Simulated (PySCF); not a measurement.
# Reading the logs of faulty runs: AlBGeH5

All numbers below are calculated, not measured. They come from PySCF 2.14.0, an open-source quantum chemistry program, on an isolated molecule that a program drew, which may never have been made. The molecule is AlBGeH5 (charge 0, doublet), drawn as the SMILES string `[BH2][GeH2][AlH]`.

Each row is a Hartree-Fock (HF) and frozen-core CCSD(T) single point in the cc-pV(D+d)Z basis, meant for a local HF minimum. Run 1 is clean. Each other run has one planted mistake out of seven kinds, and not every kind appears here: one electron removed, one electron added, multiplicity raised by two, geometry at a saddle point, minimal basis STO-3G, one bond length entered in bohr, all coordinates scaled. The reference is restricted for singlets and unrestricted otherwise, and also for a bond in bohr. Adding or removing an electron swaps singlet and doublet. Electrons count all cores. HOMO and LUMO are orbital energies over both spins, the gradient is its largest component, and the lowest frequency (negative if imaginary) is given only where the gradient is small. Bond lengths are over the 7 bonds as drawn. T1 is the CCSD diagnostic: over 0.02 (restricted) or 0.045 (unrestricted) a single reference is doubtful. Germanium has the cc-pVDZ-PP basis, with a core potential (ECP10MDF) in place of its 10 inner electrons, and its 3s, 3p and 3d shells are frozen in CCSD(T).

Geometry of the clean run:
```xyz
8
AlBGeH5, angstrom
B    -0.5068    0.9111    0.7374
Ge   -2.5600    0.6853    0.8634
Al   -3.6983    2.6414   -0.3004
H     0.0885    1.5486    1.5604
H     0.0982    0.4861   -0.2069
H    -3.0579   -0.6094    0.1962
H    -3.0636    0.6599    2.3181
H    -2.8197    3.8149   -0.9327
```

```
run,electrons,basis functions,<S^2>,HOMO (eV),LUMO (eV),gradient (hartree/bohr),lowest frequency (cm^-1),mean bond (Å),longest bond (Å),T1,HF (hartree),CCSD(T) (hartree),mistake
1,55,85,0.767,-7.63,0.42,3.7e-05,66,1.6697,2.545,0.0207,-562.82621,-563.11377,no fault
2,55,85,3.775,-6.44,-1.88,6.6e-02,-,1.6697,2.545,0.0250,-562.69693,-562.97448,multiplicity raised by two
3,54,85,0.000,-15.15,-6.17,3.2e-02,-,1.6697,2.545,0.0167,-562.57164,-562.85183,one electron removed
4,56,85,0.000,-0.85,5.53,3.6e-02,-,1.6697,2.545,0.0363,-562.82742,-563.15767,one electron added
5,55,85,0.773,-7.69,0.36,2.5e-02,-,1.7733,2.703,0.0208,-562.80797,-563.09913,?
```

**Which mistake was planted in run 5, and what did it cost?**

The mean and the longest bond both change by the same factor, 1.062, and the gradient is no longer small. So the mistake is: all coordinates scaled. Subtracting run 1 and multiplying by 627.51 kcal/mol a hartree, the energy moved by 11.4 kcal/mol in HF and 9.2 kcal/mol in CCSD(T).

Cautions from the logs. Run 4: T1 is over the limit, so its CCSD(T) energy is less reliable.
